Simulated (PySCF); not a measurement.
Zn(F)2 anion (F2Zn), SMILES [F][Zn][F] (connectivity only; charge and spin as stated), charge -1, multiplicity 2.

Geometry: PBE0-D3(BJ)/def2-SVPD. The multiplicity is an assumed one; other spin states were not compared. The isomer is the one that the SMILES or the coordinates give; other isomers of the formula were not compared.

Level of theory: PBE0-D3(BJ)/def2-SVPD (PySCF).

Frequencies are harmonic and unscaled.

```csv
mode,ν (cm⁻¹),IR (km/mol),moving atoms (share of kinetic energy)
1,152,24.3,"F 76 %, Zn 24 %"
2,472,86.7,"F 87 %, Zn 13 %"
3,499,136.4,"F 70 %, Zn 30 %"
```
